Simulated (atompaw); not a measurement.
## Si: one change to a PAW (atompaw) potential, before and after

atompaw 4.2.0.5 input, output lines left out:

```
Si 14
GGA-PBESOL scalarrelativistic loggrid 1500 logderivrange -3 5 201
3 3 0 0 0 0
3 1 1.5
0 0 0
c
c
v
c
v
2
1.90 1.90 1.70 1.50
y
2.35
n
y
0.5
n
y
0.15
y
0.7
n
custom polynom2 7 10 vanderbiltortho sinc
3 0 ultrasoft
1.90
1.90
1.90
1.90
1.90
1.90
```

All-electron outer shells of the reference configuration (PBEsol, scalar-relativistic, ld1.x):

| shell | level (eV) | outermost node (bohr) | outermost maximum (bohr) |
| --- | --- | --- | --- |
| 3s | -14.68 | 0.72 | 1.77 |
| 3p | -7.65 | 0.72 | 2.09 |

Change: wave 3s channel at 2.35 Ry: rc 1.90 bohr becomes 3s channel at 2.35 Ry: rc 1.48 bohr.

Cutoffs: the cutoffs (Ry, on a coarse ladder) from which the occupation-weighted sum of valence levels, in a spherical-Bessel basis at the reference potential, stays within 10 and 1 mRy of its value at 400 Ry; they do not see the model core or the augmentation charge, which bear on the density cutoff.

Question: What does the change do?

Answer: The potential gets harder (8 Ry and 15 Ry → 12 Ry and 18 Ry); neither file shows a bound ghost.

```csv
quantity,base,changed
"cutoff, loose",8 Ry,12 Ry
"cutoff, tight",15 Ry,18 Ry
loose cutoff by channel (10 mRy a level),"s 6 Ry, p 6 Ry","s 10 Ry, p 6 Ry"
bound ghosts,none,none
s: phases at 1.91 bohr within 0.05 rad from the reference energy up to (Ry; the scan ends near 5),to the end of the scan,to the end of the scan
p: phases at 1.91 bohr within 0.05 rad from the reference energy up to (Ry; the scan ends near 5),4.9,4.9
d: phases at 1.91 bohr within 0.05 rad from the reference energy up to (Ry; the scan ends near 5),to the end of the scan,to the end of the scan
lowest overlap eigenvalue by channel,"s 0.00, p 0.51, d 0.99","s 0.82, p 0.51, d 0.99"
```

 The cutoffs see the waves, projectors and local potential, not the compensation charge or the core.
